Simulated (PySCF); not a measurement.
## Spinor energies of Kr¹²⁺ (krypton, charge +12)

Start: [Ar] 3d6; 3d3/2 filled at m_j = -3/2, -1/2, +1/2, +3/2; 3d5/2 filled at m_j = +3/2, +5/2. Calculated with PySCF 2.14 in an uncontracted even-tempered set (17 s from 0.88 bohr⁻², ratio 2.8; 12 p from 1.1 bohr⁻², ratio 2.8; 8 d from 1.1 bohr⁻², ratio 2.8; 4 f from 5.3 bohr⁻², ratio 3): generalised Hartree-Fock with the X2C-1e Hamiltonian and a Gaussian nucleus; one run each with spin-orbit coupling (SO) switched off, then screened by Boettger's factors.

| spinor shell | electrons | ε, spin-free (eV) | ε, screened SO (eV) | weight of nominal j (screened SO) | rms radius, screened SO (bohr) |
| --- | --- | --- | --- | --- | --- |
| 1s1/2 | 2 | -14733.1 | -14732.6 | 1.000 | 0.0478 |
| 2s1/2 | 2 | -2287.1 | -2286.9 | 1.000 | 0.198 |
| 2p1/2 | 2 | -2055.2 | -2093.7 | 0.994 | 0.174 |
| 2p3/2 | 4 | -2055.2 | -2036.6 | 0.997 | 0.178 |
| 3s1/2 | 2 | -595.05 | -594.99 | 1.000 | 0.542 |
| 3p1/2 | 2 | -516.29 | -530.53 | 0.729 | 0.541 |
| 3d3/2 | 4 | -402.02 | -401.61 | 0.695 | 0.526 |
| 3d5/2 | 2 | -402.02 | -403.01 | 0.875 | 0.526 |

(1) Where does 3p3/2 lie, and what is the 3p spin-orbit splitting (screened SO)?

```csv
quantity,spin-free,screened SO
E (hartree),-2727.41091,-2727.61537
M_J,4,4
⟨J²⟩,20.002,20.007
⟨L²⟩,6.001,6.138
⟨S²⟩,6.001,5.918
```

Each row is a mean over spinors that exchange with the open shell spreads, by up to 23.001 eV (3p3/2).

Rows whose weight is well below 1 are mixtures of j = l ± 1/2: exchange outweighs spin-orbit coupling there, and the label is only the starting occupation.

Without spin-orbit coupling the j labels of p, d and f shells carry no meaning; the spin-free column gives the mean over the occupied spinors of each nl shell.

Answers

(1) At -509.27 eV, 21.258 eV above 3p1/2.
